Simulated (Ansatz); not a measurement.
Gas-phase electronic energies from Ansatz, PBE0-D4/def2-TZVP geometries. CBS: MP2 limit from def2 TZ/QZ plus the TZ coupled-cluster correction, frozen cores. Double bonds are as drawn, so ΔE can hold a change between cis and trans. DFT in def2-TZVPP. def2 core potentials past Kr. For Te outer-core shells are correlated without core-valence functions, which leaves a few kJ/mol of doubt a bond. Each species was taken in one conformer, which may not be the lowest.

Reaction (ligand exchange at the Si–C bond): `O[SiH2]/C(O)=C\Cl` + H₂Te → `O[SiH2][TeH]` + `O/C=C\Cl`

Q: Is it downhill or uphill in electronic energy at CCSD(T)/CBS, and by how much? (An estimate is asked.)

A: The calculation gave: Downhill: ΔE = -73.9 kJ/mol.

Q: What do these levels give: PBE-D4, B2PLYP, CCSD/def2-TZVPP, CCSD(T)/def2-TZVPP, HF/def2-QZVPP, MP2/CBS(def2)? (Best estimate.)

A: Ansatz gave: PBE-D4 -74.8, B2PLYP -73.3, CCSD/def2-TZVPP -67.7, CCSD(T)/def2-TZVPP -66.7, HF/def2-QZVPP -78.9, MP2/CBS(def2) -81.2 kJ/mol.

Largest T1 diagnostic among the species: 0.012.

In def2-TZVPP, CCSD(T) changes the Hartree–Fock value by +11.7 kJ/mol (the triples alone add +1.0 kJ/mol) and MP2 by +4.3 kJ/mol. The D4 term adds +4.6 kJ/mol with B3LYP and +2.7 kJ/mol with PBE0; it sums over pairs of atoms, weighted by their polarisabilities, and B3LYP, whose exchange is more repulsive, gets the larger term.

B3LYP here is the variant with VWN-RPA as its local correlation; programs differ in this.
